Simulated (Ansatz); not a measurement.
```xyz
6

O    -0.0331    0.0049   -0.0009
H    -0.2463    0.9492    0.0322
H     0.9634   -0.0039    0.0143
O     2.9356   -0.0135   -0.0209
H     3.4722    0.1940    0.7374
H     3.5175    0.2010   -0.7622
```

Basis set: cc-pVDZ (spherical functions). Frozen core: 2 orbitals. Charge 0, multiplicity 1.

Computed with Ansatz (development build ahead of 0.2.0); each method stands on the lowest determinant of its kind that the runs found. Restricted open shells among the atoms or ions are ROHF, correlated in semicanonical orbitals with singles.

The atomization energy at this shape (free ground-state atoms in the same class of orbitals less the molecule, no zero-point energy) of singlet H₄O₂:

```
method  atomization energy
   RHF            13.25 eV
```

What does RHF-MP2 give?

18.54 eV.
